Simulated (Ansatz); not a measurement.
`[NH2][SbH][NH2]` + `C=C[Si](O)(O)S` → `[NH2][SbH][SH]` + `C=C[Si](N)(O)O`  (redistribution)

Isolated molecules relaxed with PBE0-D4/def2-TZVP in Ansatz; ΔE leaves out vibrations. CBS: MP2 limit from def2 TZ/QZ plus the TZ coupled-cluster correction, frozen cores. Functionals use def2-TZVPP. def2 core potentials past Kr. For Sb outer-core shells are correlated without core-valence functions, which leaves a few kJ/mol of doubt a bond. One conformer a species, not always the lowest.

`[NH2][SbH][NH2]`:

Cartesian coordinates in Å:
```
N 0.092 -0.596 1.367
Sb -0.754 0.754 0.105
N 0.796 0.708 -1.191
H 0.382 -0.188 2.246
H -0.513 -1.382 1.565
H -1.738 -0.496 -0.573
H 0.742 1.399 -1.927
H 0.993 -0.199 -1.592
```

`C=C[Si](O)(O)S`:

Cartesian coordinates in Å:
```
C 1.210 1.681 0.529
C 0.149 1.191 -0.107
Si -0.272 -0.605 -0.148
O 0.875 -1.332 0.767
O -1.810 -0.871 0.369
S -0.256 -1.458 -2.106
H 1.896 1.031 1.064
H 1.439 2.743 0.537
H -0.505 1.882 -0.638
H 0.938 -2.287 0.696
H -2.068 -0.420 1.176
H -1.595 -1.556 -2.141
```

`[NH2][SbH][SH]`:

Cartesian coordinates in Å:
```
N 1.313 0.052 -0.226
Sb -0.275 -0.143 1.008
S -1.995 -0.418 -0.676
H 2.197 -0.170 0.210
H 1.390 0.921 -0.736
H -0.711 1.517 1.092
H -1.919 -1.759 -0.672
```

`C=C[Si](N)(O)O`:

Cartesian coordinates in Å:
```
C -0.191 2.106 0.186
C -0.664 1.070 -0.504
Si -0.140 -0.680 -0.210
N 1.381 -0.643 0.575
O -1.142 -1.571 0.749
O -0.228 -1.405 -1.678
H 0.553 1.973 0.966
H -0.523 3.125 0.005
H -1.410 1.262 -1.273
H 2.131 -0.089 0.191
H 1.739 -1.477 1.012
H -1.187 -1.310 1.669
H -0.319 -2.359 -1.687
```

(1) Is it downhill or uphill in electronic energy at CCSD(T)/CBS, and by how much? (Estimate.)

(2) What do these levels give: PBE-D4, r2SCAN-D4, PBE0-D4, ωB97M-V, B2PLYP, PBE, r2SCAN, HF/def2-TZVPP, MP2/def2-TZVPP, HF/def2-QZVPP, SCS-MP2/def2-QZVPP, HF/CBS(def2)? (An estimate is asked.)

Largest T1 diagnostic among the species: 0.014.

## Answers

(1) The calculation gave: Downhill: ΔE = -16.1 kcal/mol.

(2) Computed: PBE-D4 -15.1, r2SCAN-D4 -16.0, PBE0-D4 -16.2, ωB97M-V -16.3, B2PLYP -16.5, PBE -15.2, r2SCAN -16.0, HF/def2-TZVPP -18.8, MP2/def2-TZVPP -15.6, HF/def2-QZVPP -19.0, SCS-MP2/def2-QZVPP -16.0, HF/CBS(def2) -19.0 kcal/mol.

From PBE to PBE0 (25 % exact exchange), in def2-TZVPP and without D4, ΔE moves by −1.1 kcal/mol. In def2-TZVPP, CCSD(T) changes the Hartree–Fock value by +3.3 kcal/mol (the triples alone add +0.6 kcal/mol) and MP2 by +3.2 kcal/mol.
